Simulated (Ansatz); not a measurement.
`CO[Si](O)(F)F` → `CO[Si]F` + `OF` at 500 K and 1 bar (silylene formation by 1,1-elimination).

Isolated molecules relaxed with PBE0-D4/def2-TZVP in Ansatz; ΔE leaves out vibrations. CCSD(T)/CBS adds triple-zeta CCSD(T) − MP2 to the extrapolated MP2 energy (def2 sets, frozen cores). This one scheme is used for every species. One conformer a species, not always the lowest.

```json
{"species": "`CO[Si](O)(F)F`", "CCSD(T)/CBS energy (Eh)": "-679.71512", "H − E (kJ/mol)": "216.7", "S (J/(mol·K))": "435.7"}
{"species": "`CO[Si]F`", "CCSD(T)/CBS energy (Eh)": "-503.96814", "H − E (kJ/mol)": "151.3", "S (J/(mol·K))": "350.4"}
{"species": "`OF`", "CCSD(T)/CBS energy (Eh)": "-175.42775", "H − E (kJ/mol)": "54.9", "S (J/(mol·K))": "245.3"}
```

H − E and S are ideal-gas, rigid-rotor, harmonic terms from PBE0-D4/def2-TZVP, for one conformer and one mirror image of each species. 1 Eh = 2625.50 kJ/mol, R = 8.31446 J/(mol·K).

Problem. By hand: ΔE, ΔH, ΔS and ΔG.

Solution. ΔE = (-503.96814) + (-175.42775) − (-679.71512) = 0.31923 Eh = 838.1 kJ/mol. Δ(H − E) = 151.3 + 54.9 − 216.7 = -10.5, so ΔH = 827.6 kJ/mol. ΔS = 350.4 + 245.3 − 435.7 = 160.0 J/(mol·K). ΔG = 827.6 − 500 × (160.0)/1000 = 747.6 kJ/mol.

Problem. By hand: the equilibrium constant, and the temperature at which ΔG would vanish if ΔH and ΔS stayed fixed.

Solution. log₁₀ K = −ΔG/(RT ln 10) = -78.1. ΔG = 0 at ΔH/ΔS = 5172 K, far beyond where these terms or the molecules hold.

The number of gas molecules changes by +1, which sets the sign of ΔS. A doubt of 5 kJ/mol in ΔE shifts log₁₀ K by 0.5 here. Other conformers and mirror images would add mixing entropy, several J/(mol·K) or more a flexible species. These are equilibria of isolated gas molecules and say nothing of rates. Largest T1 diagnostic: 0.014 (customary marks: 0.02 for closed shells, 0.045 for open ones).
